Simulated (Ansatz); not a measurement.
Reaction (homolysis of the Al–Cl bond): `C[S][Al]([CH3])[Cl]` → `[CH3][Al][S]C`• + Cl•

Isolated molecules relaxed with PBE0-D4/def2-TZVP in Ansatz; ΔE leaves out vibrations. CCSD(T)/CBS adds triple-zeta CCSD(T) − MP2 to the extrapolated MP2 energy (def2 sets, frozen cores). This one scheme is used for every species, atoms too. Functionals use def2-TZVPP. HSE06 is defined as in plane-wave codes. Open shells (•) are unrestricted, without spin–orbit coupling. Spin–orbit coupling would lower the free atoms: a little for Cl. Each species was taken in one conformer, which may not be the lowest.

CCSD(T)/CBS gives +514.6 kJ/mol.

Q: Another level gave +493.0 kJ/mol. Which?
A. SCS-MP2/def2-TZVPP
B. HSE06/def2-TZVPP
C. ωB97X-V/def2-TZVPP
D. revPBE-D4/def2-TZVPP

A: B. HSE06 493.0, SCS-MP2/def2-TZVPP 506.6, revPBE-D4 481.2, ωB97X-V 514.3 kJ/mol.

Largest T1 diagnostic among the species: 0.013.

At CCSD(T), def2-SVP lies −37.1 kJ/mol from the extrapolated value and def2-TZVPP −17.8 kJ/mol: correlation converges slowly with the basis, and small sets miss more of it in the bonded molecule than in its fragments. From r2SCAN to r2SCAN0 (25 % exact exchange), in def2-TZVPP and without D4, ΔE moves by −4.9 kJ/mol: exact exchange takes away binding that semilocal exchange gives to molecules. The D4 term adds +8.8 kJ/mol with B3LYP and +5.1 kJ/mol with PBE0; it sums over pairs of atoms, weighted by their polarisabilities, and B3LYP, whose exchange is more repulsive, gets the larger term.

B3LYP here is the variant with VWN-RPA as its local correlation; programs differ in this.

CCSD(T)/CBS has its own doubt, a few kJ/mol and more with outer-core shells, so smaller differences from it don't rank the levels.
